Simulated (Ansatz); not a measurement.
Relaxation of BH₇O₂Si (11 atoms, charge 0, multiplicity 1), to a largest force component of 0.03 eV/Å in at most 50 steps.

These are results of Ansatz, RKS PBE-D4/6-31G*, not measurements.

```xyz
11
Properties=species:S:1:pos:R:3
B 0.078 0.453 -0.288
H -0.532 -0.085 1.968
O 1.273 -0.185 -0.545
H 1.167 -1.079 -0.936
O -1.165 -0.082 -0.561
H -1.126 -0.981 -0.951
Si 0.168 2.262 0.505
H 1.163 2.306 1.632
H 0.603 3.302 -0.496
H -1.160 2.700 1.056
H -0.168 0.380 2.369
```

Question: Where does it end, and by what steps?

Answer: It converged. The force dipped under the threshold on the way, but the program's further checks kept it going. After 15 steps the energy has fallen by 0.218 eV; H11 moved furthest, 1.32 Å.

```csv
step,energy less start (eV),largest force component (eV/Å),accepted
0,0.0000,1.032,yes
1,-0.1329,0.470,yes
2,-0.1745,0.337,yes
3,-0.1936,0.061,yes
4,-0.1997,0.082,yes
5,-0.2073,0.054,yes
6,-0.2066,0.341,no
7,-0.2085,0.063,yes
8,-0.2110,0.026,yes
9,-0.2071,0.595,no
10,-0.2130,0.027,yes
11,-0.2144,0.060,yes
12,-0.2147,0.239,yes
13,-0.2163,0.087,yes
14,-0.2172,0.016,yes
15,-0.2180,0.013,yes
```

```xyz
11
Properties=species:S:1:pos:R:3
B 0.196 0.534 -0.421
H -0.980 -0.341 2.439
O 1.288 0.064 -1.113
H 1.192 -0.862 -1.424
O -0.949 -0.191 -0.169
H -0.921 -1.106 -0.521
Si 0.303 2.437 0.299
H 1.332 2.531 1.393
H 0.717 3.403 -0.776
H -1.007 2.905 0.864
H -0.872 -0.385 3.181
```

Run time: 45 s on 1 thread of Arm Neoverse V2, on a shared host, peak memory 0.12 GiB.
